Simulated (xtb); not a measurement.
FIn (SMILES [F][In]), singlet, at a GFN2-xTB geometry (such geometries of metal compounds can be far from the true shape). Base run: GFN2-xTB run with xtb.

xtb was given this input:
```
$ xtb mol.xyz --gfn 2 --json

# file mol.xyz
2

In    -0.00000000    -0.00000000    -0.31421463
F      0.00000000     0.00000000     1.71072408
```

Each row names what was changed in the base input (with any setting that the change needs).

| change | ΔE vs base (kcal/mol) | HOMO-LUMO gap (eV) | dipole (D) | G_solv (kcal/mol) | SCF cycles |
|---|---|---|---|---|---|
| base | 0.000 | 5.99 | 4.92 | - | 9 |
| alpb = toluene | -7.16 | 6.29 | 5.17 | -7.47 | 9 |
| alpb = hexane | -7.03 | 6.37 | 5.24 | -7.53 | 10 |
| alpb = ch2cl2 | -9.51 | 6.40 | 5.26 | -10.09 | 10 |
| file = coord | 0.000 | 5.99 | 4.92 | - | 9 |
| acc = 0.0001 | 0.000 | 5.99 | 4.92 | - | 13 |

ALPB and GBSA are two models with their own fitted parameters for each solvent, which aren't always the measured dielectric constant.
